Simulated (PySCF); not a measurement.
ZnFCl, SMILES [Zn]([F])[Cl].

The structure is a stationary point at r2SCAN-D4/def2-TZVP.

Calculation: r2SCAN-D4/def2-TZVP (PySCF).

Frequencies are harmonic and unscaled.

Modes within 1.5 cm⁻¹ of each other (mostly degenerate sets) share a row, with their intensities summed.

```csv
mode,ν (cm⁻¹),IR (km/mol),Raman (Å⁴/amu),depolarisation,moving atoms (share of kinetic energy)
1–2,138,46.6,0.3,0.75,"F 42 %, Zn 42 %, Cl 16 %"
3,420,7.5,8.0,0.19,"Cl 68 %, F 17 %, Zn 15 %"
4,705,85.6,2.8,0.24,"F 68 %, Zn 30 %"
```
